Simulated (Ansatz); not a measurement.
All numbers were calculated with Ansatz.

BrCl$_{2}$FSn, SMILES `[F][Sn]([Cl])([Cl])[Br]` at its PBE0-D4/def2-TZVP geometry, where that method's forces vanish. Charge 0, multiplicity 1. Sn: def2 effective core potential.

```csv
atom,x (Å),y (Å),z (Å)
F1,-1.1199,-1.5268,0.3618
Sn2,-0.0167,-0.0322,-0.0068
Cl3,2.0724,-0.8455,-0.4372
Cl4,-0.8844,0.9872,-1.8558
Br5,-0.0514,1.4172,1.9380
```

For each bond, give half the difference of the two atoms' forces along it (eV/Å; positive pushes the atoms apart) under PBE-D4, r2SCAN-D4, B3LYP-D4, ωB97M-V in def2-TZVPP. (Estimate.)

The calculation gave: 
```tsv
bond	length (Å)	PBE-D4	r2SCAN-D4	B3LYP-D4	ωB97M-V
F1–Sn2	1.894	0.53	0.09	0.25	0.04
Sn2–Cl3	2.283	0.19	0.06	0.18	-0.03
Sn2–Cl4	2.283	0.19	0.06	0.18	-0.03
Sn2–Br5	2.426	0.13	0.03	0.14	-0.09
```

B3LYP here is the variant with VWN-RPA as its local correlation; programs differ in this.
